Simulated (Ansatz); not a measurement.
AsBGaH6N, SMILES `B[As](N)[GaH2]` at its PBE0-D4/def2-TZVP geometry, where that method's forces vanish. Charge 0, multiplicity 1.

```xyz
10

B    -1.0319   -0.3411    1.1377
As   -0.6061   -0.4070   -0.7574
N     0.9361   -1.4329   -0.9016
Ga    0.2168    1.8283   -0.3259
H    -1.8930    0.4191    1.4691
H    -0.5035   -1.0572    1.9366
H     0.9737   -1.8990   -1.7981
H     0.9973   -2.1291   -0.1693
H     1.7615    2.0561   -0.4171
H    -0.8508    2.9629   -0.1740
```

(1) What forces (eV/Å) does r2SCAN-D4/def2-TZVPP give on these atoms in the Gaussian-basis code of Ansatz? (Best estimate.)

Answers

(1) Ansatz gave: 
```
B1  -0.018  0.043  0.057
As2 -0.072  0.123  0.017
N3   0.146 -0.013 -0.019
Ga4 -0.011  0.038  0.010
H5   0.031 -0.031 -0.008
H6  -0.018  0.013 -0.030
H7  -0.004 -0.025 -0.018
H8  -0.022 -0.036  0.008
H9  -0.115 -0.023  0.004
H10  0.084 -0.089 -0.021
```
